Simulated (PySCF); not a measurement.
Computed with PBE0-D4/def2-TZVP run with PySCF. Gas-phase values, no solvent. One relaxed conformer stands for a flexible species; it need not be the lowest. Excitations are Tamm–Dancoff values on a coarser integration grid. The basis has no diffuse functions, so Rydberg states are missing or too high.

Reference species (SMILES): `BC(=C)C(=C)N` (neutral, multiplicity 1).

| Quantity | Value |
|---|---|
| HOMO–LUMO gap | 4.16 eV |
| T1 excitation (TDA) | 2.47 eV |

Changed species: `B/C=C(/N)C=C`.

Task: Predict the effect on the HOMO–LUMO gap and T1 excitation (TDA).

Result: the HOMO–LUMO gap goes up by 0.66 eV, to 4.82 eV; the T1 excitation (TDA) goes up by 0.22 eV, to 2.69 eV.
